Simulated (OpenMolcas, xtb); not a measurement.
## BBrF2 (SMILES FB(F)Br): methods side by side

BBrF2: 4 atoms, total charge 0, spin state singlet. SMILES: `FB(F)Br`. The coordinates come from a PBE0-D4/def2-TZVP relaxation.

Quantity: the vertical energy of the triplet above the singlet, in eV. The values are calculated.

```tsv
level	kind	program	value (eV)
GFN1-xTB	semi-empirical	xtb	6.58
HF/aug-cc-pVDZ	Hartree–Fock	OpenMolcas	7.08
SVWN5/aug-cc-pVDZ	LDA	OpenMolcas	7.14
BLYP/aug-cc-pVDZ	GGA	OpenMolcas	6.86
TPSS/aug-cc-pVDZ	meta-GGA	OpenMolcas	6.91
r2SCAN/aug-cc-pVDZ	meta-GGA	OpenMolcas	7.03
BHLYP/aug-cc-pVDZ	global hybrid	OpenMolcas	7.24
```

All-electron rows without a relativistic Hamiltonian named are non-relativistic. Spin-orbit coupling, which can split open shells on such heavy atoms by tenths of an eV, is left out. The values span 6.58 to 7.24 eV. The xTB rows lack spin polarisation, so open shells miss the exchange term that lowers them.
